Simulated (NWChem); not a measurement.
Species: C4H4OSi; SMILES C(#C)[Si@H]1OC=C1

```xyz
10

C     -0.0144    -2.8266    -0.4864
C     -0.0117    -1.6856    -0.0628
Si    -0.0391     0.0111     0.6043
C     -1.1093     1.2896    -0.1672
C      0.0669     1.8130    -0.5798
O      1.1287     1.0508    -0.1645
H     -0.0134    -3.8336    -0.8671
H      0.1563    -0.0422     2.0748
H     -2.1204     1.6506    -0.3325
H      0.3058     2.7093    -1.1667
```
Atoms are numbered in this order, from 1.

The geometry was optimised at PBE0/def2-SVP.

Task: Give the principal values of the shielding tensors (ppm) of C1, C2, Si3, C4, C5 from PBE0/6-31G* (spherical d), GIAO (NWChem), with their diamagnetic and paramagnetic parts as GIAO splits them.

Result: 
```json
[
 {"atom": "C1", "σ11": "25.4", "σ22": "30.5", "σ33": "234.9", "isotropic": "96.9", "diamagnetic": "270.8", "paramagnetic": "-173.9"},
 {"atom": "C2", "σ11": "32.3", "σ22": "35.0", "σ33": "289.6", "isotropic": "118.9", "diamagnetic": "255.6", "paramagnetic": "-136.6"},
 {"atom": "Si3", "σ11": "336.1", "σ22": "408.7", "σ33": "478.2", "isotropic": "407.7", "diamagnetic": "885.1", "paramagnetic": "-477.4"},
 {"atom": "C4", "σ11": "17.2", "σ22": "128.4", "σ33": "162.5", "isotropic": "102.7", "diamagnetic": "255.3", "paramagnetic": "-152.6"},
 {"atom": "C5", "σ11": "-73.6", "σ22": "62.4", "σ33": "102.9", "isotropic": "30.6", "diamagnetic": "255.9", "paramagnetic": "-225.3"}
]
```
